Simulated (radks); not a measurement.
Values are calculated unless marked as measured or tabulated.
Ionisation of neutral dysprosium, [Xe] 4f10 6s2, to Dy+, [Xe] 4f10 6s1, under several functionals. Dirac Kohn-Sham, spin-unpolarised, spherical densities, point nucleus; open shells are shared between the two j in proportion to 2j + 1; a radial shooting solver on a logarithmic mesh with Libxc functionals. Known Delta-SCF values: PBEsol 6.254 eV. What does HCTH/407 give, and what is its highest occupied eigenvalue?

Answer. 6.180 eV by Delta-SCF; the 4f7/2 eigenvalue is -3.467 eV. NIST: 5.939 eV (measured).

Beside tabulated values, note that spin-unpolarised runs miss the spin-polarisation part of the exchange energy of open shells.
